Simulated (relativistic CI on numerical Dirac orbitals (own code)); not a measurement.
Ligand-field terms of d5

Computed with a parametric ligand-field model of a d^n configuration (Racah B and C, spin-orbit zeta, crystal field), exact diagonalisation.

Field parameters in Wybourne normalisation: Oh B⁴₀ = 21Dq, B⁴₄ = √(5/14) B⁴₀. The field is a parameter set, without covalency.

Question: Ground term and bands for B = 910, C = 3910, ζ = 0 cm⁻¹, Oh, 10Dq = 29350 cm⁻¹?

Answer: Ground term 2T2 with 0.06 electrons in the two orbitals of the cubic e set. Spin-allowed: 2A2 24786 cm⁻¹ (403 nm), 2T1 25102 cm⁻¹ (398 nm), 2T2 27354 cm⁻¹ (366 nm), 2E 29483 cm⁻¹ (339 nm). Lowest spin-forbidden: 6A1 8547 cm⁻¹ (1170 nm), 4T1 11188 cm⁻¹ (894 nm), 4T2 17801 cm⁻¹ (562 nm).

Question: Ground term and bands for B = 980, C = 4460, ζ = 0 cm⁻¹, Oh, 10Dq = 9100 cm⁻¹?

Answer: Ground term 6A1 with 2.00 electrons in the two orbitals of the cubic e set. Spin-allowed: none. Lowest spin-forbidden: 4T1 25998 cm⁻¹ (385 nm), 4T2 30061 cm⁻¹ (333 nm), 4A1+E 32100 cm⁻¹ (312 nm). A high-spin d5 ion has no spin-allowed d-d band, hence its pale colour.

Question: Ground term and bands for B = 510, C = 2640, ζ = 0 cm⁻¹, Oh, 10Dq = 33850 cm⁻¹?

Answer: Ground term 2T2 with 0.02 electrons in the two orbitals of the cubic e set. Spin-allowed: 2A2 30523 cm⁻¹ (328 nm), 2T1 30692 cm⁻¹ (326 nm), 2T2 32221 cm⁻¹ (310 nm), 2E 33524 cm⁻¹ (298 nm). Lowest spin-forbidden: 4T1 21547 cm⁻¹ (464 nm), 4T2 25451 cm⁻¹ (393 nm), 6A1 34664 cm⁻¹ (288 nm).

Question: Ground term and bands for B = 850, C = 3600, ζ = 0 cm⁻¹, Oh, 10Dq = 6200 cm⁻¹?

Answer: Ground term 6A1 with 2.00 electrons in the two orbitals of the cubic e set. Spin-allowed: none. Lowest spin-forbidden: 4T1 22560 cm⁻¹ (443 nm), 4T2 25426 cm⁻¹ (393 nm), 4A1+E 26500 cm⁻¹ (377 nm). A high-spin d5 ion has no spin-allowed d-d band, hence its pale colour.

Question: Ground term and bands for B = 660, C = 2620, ζ = 0 cm⁻¹, Oh, 10Dq = 14650 cm⁻¹?

Answer: Ground term 6A1 with 2.00 electrons in the two orbitals of the cubic e set. Spin-allowed: none. Lowest spin-forbidden: 2T2 4582 cm⁻¹ (2183 nm), 4T1 7162 cm⁻¹ (1396 nm), 4T2 11683 cm⁻¹ (856 nm). A high-spin d5 ion has no spin-allowed d-d band, hence its pale colour.
